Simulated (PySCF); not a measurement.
Sn(H)2(SH)2 (H₄S₂Sn), SMILES [SnH2]([SH])[SH]. Geometry: B3LYP-D3(BJ)/def2-SVP. The def2 effective core potentials stand for the cores of Sn; spin–orbit coupling is left out. One conformer was computed; it need not be the lowest.

Computed equilibrium geometry at B3LYP-D3(BJ)/def2-SVP (PySCF confirms it by a frequency run) as bond lengths and angles, and its point group (one conformer of several):
point group C2.
Atoms: Sn1 S2 S3 H4 H5 H6 H7. Bonded distances (Å): Sn1–S2 2.442, Sn1–S3 2.442, Sn1–H4 1.716, Sn1–H5 1.716, S2–H6 1.354, S3–H7 1.354. Angles (°): S2–Sn1–S3 110.5, S2–Sn1–H4 104.5, S2–Sn1–H5 111.8, S3–Sn1–H4 111.8, S3–Sn1–H5 104.5, H4–Sn1–H5 113.8, Sn1–S2–H6 93.5, Sn1–S3–H7 93.5.
Charge 0, spin multiplicity 1.
